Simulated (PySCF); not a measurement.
Worked example: oscillator strength and radiative lifetime

B(F)(NH2)2 (BFH4N2), SMILES NB(N)F.

Coordinates come from a B3LYP-D3(BJ)/def2-SVP optimisation. One conformer was computed; it need not be the lowest.

TDA-LC-ωPBE/def2-SVPD in PySCF 2.14.0 puts the first singlet state with f over 0.02 at 7.91 eV (vertical), with the transition dipole (-0.699, 0.000, 0.000) in atomic units.

Task: Find the oscillator strength, the wavelength and the radiative lifetime that this transition would have in vacuum if emission retraced absorption.

Result: 
|μ|² = 0.4886 au, so |μ| = 1.78 D. ΔE = 7.91/27.211 = 0.2907 hartree. f = (2/3) ΔE |μ|² = 0.095 (the program prints 0.095).
λ = 1239.84/7.91 = 157 nm; ν = 63798 cm⁻¹.
Einstein's coefficient A = 0.6670 ν² f s⁻¹ (ν in cm⁻¹) = 2.6e8 s⁻¹, so τ = 1/A = 3.9 ns. This state is S2; the lower singlet has f = 0.000. The figure is the radiative limit of this one transition; relaxation, internal conversion, crossing to triplets and a medium change what is measured.
